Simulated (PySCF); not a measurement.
CH₃BrFIn, SMILES [F][In]([CH3])[Br].

The structure is a stationary point at PBE0-D3(BJ)/def2-SVP. The def2 effective core potentials stand for the cores of In; spin–orbit coupling is left out.

Two levels are set side by side: TDA-PBE/def2-SVPD (PySCF) and TDA-B3LYP/def2-SVPD (PySCF). Vertical, same geometry. The lowest singlet is HOMO→LUMO 96 % with PBE and HOMO→LUMO 96 % with the other functional; states are paired by order. Differences are taken from unrounded values.

```tsv
quantity	TDA-B3LYP
lowest singlet excitation (eV)	4.91
lowest triplet excitation (TDA) (eV)	4.47
first bright state (f over 0.05) (eV)	6.30
its oscillator strength	0.34
```

Problem. What does TDA-PBE give, and how far is it from TDA-B3LYP? (The exact figures need the calculation; the answer reports its results.)

Solution. 
```tsv
quantity	TDA-PBE	TDA-PBE minus TDA-B3LYP
lowest singlet excitation (eV)	4.50	-0.41
lowest triplet excitation (TDA) (eV)	4.13	-0.34
first bright state (f over 0.05) (eV)	5.60	-0.70
its oscillator strength	0.12	-0.22
```

A lower first singlet is the usual sign of a functional without exact exchange. Differences between two approximate levels are no errors against the true value.

Rough cost on one machine, each run with all the roots and properties that it gave: TDA-B3LYP against TDA-PBE within a factor of 2.
